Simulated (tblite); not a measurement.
Compound: C₈H₈Cl (doublet state).
Atom-mapped SMILES: `[Cl:1]/[CH:2]=[CH:3]/[C:4]#[C:5][C:6]1[CH2:7][CH2:8][CH2:9]1` (hydrogens: H10 on C2; H11 on C3; H12, H13 on C7; H14, H15 on C8; H16, H17 on C9)
Bond orders are those of one Lewis drawing.

Computed with GFN2-xTB (tblite), gas phase: L-BFGS steps from a force-field or distance-geometry start until the largest atomic force falls under 0.01 eV/Å.

Step 4: E = -696.3154 eV
```
atom  x, y, z in Å  |  force x, y, z in eV/Å
Cl1     5.3787    0.8862   -0.3142    0.098   0.107   0.113
C2      3.8089    0.5407    0.2715    0.166   0.105   0.161
C3      2.8659    0.0468   -0.5473    0.588  -0.075  -0.297
C4      1.6127   -0.2748   -0.1212   -0.075  -0.333   0.120
C5      0.4993   -0.5608    0.2986   -0.540   0.089   0.264
C6     -0.8169   -0.6307    0.5993    0.783  -0.066  -0.085
C7     -1.9155   -0.6563   -0.4115   -0.153  -0.060  -0.342
C8     -2.8679   -0.1660    0.6682   -0.105   0.170  -0.066
C9     -1.6355    0.3171    1.4194    0.047   0.207   0.457
H10     3.6259    0.7198    1.3165    0.150   0.069   0.087
H11     3.1353   -0.1089   -1.5798   -0.161  -0.114  -0.215
H12    -2.1690   -1.5194   -1.0132    0.089  -0.154   0.004
H13    -1.6250    0.1953   -1.0196   -0.413  -0.038  -0.877
H14    -3.3269   -0.9970    1.1755   -0.376  -0.170   0.161
H15    -3.5911    0.5915    0.3798   -0.154  -0.072   0.050
H16    -1.3493    1.2853    1.0112   -0.059   0.500   0.489
H17    -1.6368    0.3430    2.5063    0.115  -0.167  -0.023
```

Step 5: E = -696.3730 eV
```
atom  x, y, z in Å  |  force x, y, z in eV/Å
Cl1     5.3755    0.8885   -0.3055    0.244   0.149   0.054
C2      3.8069    0.5404    0.2718    0.431   0.196   0.208
C3      2.8787    0.0450   -0.5551   -0.143  -0.240   0.126
C4      1.6235   -0.2847   -0.1200   -0.192  -0.341   0.144
C5      0.5044   -0.5622    0.3067    0.090   0.261  -0.007
C6     -0.8074   -0.6024    0.5861    0.247  -0.267  -0.006
C7     -1.9190   -0.6580   -0.4216   -0.055   0.030   0.082
C8     -2.8689   -0.1643    0.6673   -0.071   0.019   0.027
C9     -1.6356    0.3212    1.4284   -0.045  -0.032   0.146
H10     3.6360    0.7231    1.3161    0.045   0.042   0.130
H11     3.1258   -0.1126   -1.5804    0.025  -0.141  -0.553
H12    -2.1674   -1.5240   -1.0194    0.086  -0.221   0.079
H13    -1.6399    0.1792   -1.0432   -0.377   0.168  -0.929
H14    -3.3388   -0.9954    1.1779   -0.228  -0.052   0.062
H15    -3.5997    0.5887    0.3826   -0.083  -0.050   0.035
H16    -1.3491    1.2874    1.0346   -0.069   0.720   0.382
H17    -1.6319    0.3420    2.5134    0.095  -0.240   0.019
```

Step 6: E = -696.4575 eV
```
atom  x, y, z in Å  |  force x, y, z in eV/Å
Cl1     5.3764    0.8952   -0.2920    0.410   0.199  -0.031
C2      3.8127    0.5438    0.2761    0.248   0.040  -0.128
C3      2.8905    0.0367   -0.5619   -0.203  -0.187   0.454
C4      1.6407   -0.3045   -0.1172   -0.206  -0.292   0.131
C5      0.5162   -0.5587    0.3174    0.135   0.317  -0.140
C6     -0.7976   -0.5672    0.5687   -0.077  -0.345   0.015
C7     -1.9233   -0.6584   -0.4332    0.075   0.186   0.251
C8     -2.8708   -0.1631    0.6675   -0.105  -0.113   0.125
C9     -1.6357    0.3257    1.4409   -0.083  -0.107  -0.261
H10     3.6511    0.7288    1.3184   -0.069   0.013   0.195
H11     3.1130   -0.1209   -1.5931    0.146  -0.107  -0.477
H12    -2.1635   -1.5356   -1.0265    0.109  -0.176   0.281
H13    -1.6692    0.1595   -1.0959   -0.375   0.172  -0.691
H14    -3.3601   -0.9936    1.1821    0.021   0.123  -0.088
H15    -3.6139    0.5841    0.3870    0.063  -0.051   0.029
H16    -1.3505    1.3049    1.0760   -0.151   0.672   0.306
H17    -1.6230    0.3352    2.5252    0.062  -0.344   0.028
```

Q: Estimate the geometry and energy of step 7. (The exact step hangs on the optimiser's Hessian estimate; all steps are aligned on step 6, rigid shifts and turns removed.)

A: E = -696.5445 eV, largest force 0.569 eV/Å
```
atom  x, y, z in Å  |  force x, y, z in eV/Å
Cl1     5.3879    0.9083   -0.2767    0.436   0.217  -0.084
C2      3.8234    0.5482    0.2784    0.112  -0.074  -0.239
C3      2.9083    0.0226   -0.5653   -0.326  -0.197   0.423
C4      1.6608   -0.3351   -0.1117   -0.116  -0.165   0.102
C5      0.5273   -0.5474    0.3290    0.182   0.308  -0.285
C6     -0.7899   -0.5345    0.5507   -0.355  -0.167  -0.034
C7     -1.9258   -0.6536   -0.4472    0.072   0.296   0.194
C8     -2.8755   -0.1633    0.6707   -0.001  -0.111   0.057
C9     -1.6344    0.3324    1.4506   -0.119  -0.038  -0.442
H10     3.6683    0.7361    1.3261   -0.134  -0.060   0.015
H11     3.0990   -0.1331   -1.6155    0.218  -0.025  -0.021
H12    -2.1557   -1.5535   -1.0271    0.149  -0.034   0.524
H13    -1.7156    0.1381   -1.1769   -0.356  -0.019  -0.133
H14    -3.3873   -0.9904    1.1864    0.288   0.229  -0.202
H15    -3.6302    0.5775    0.3929    0.199  -0.025   0.022
H16    -1.3571    1.3418    1.1355   -0.272   0.300   0.226
H17    -1.6107    0.3178    2.5396    0.024  -0.434  -0.123
```

The energy changes by -0.0869 eV. The first-order estimate −F·Δx gives -0.1324 eV and the mean of the old and new forces, exact on a quadratic surface, -0.0862 eV. The step makes an angle of 59° with the force vector and moves no atom by more than 0.096 Å.

The cost below is that of the whole relaxation. Time: 0.5 s of wall time. Hardware: an Arm Neoverse V1 with one thread, shared host with 32 logical CPUs at a one-minute load of 24.
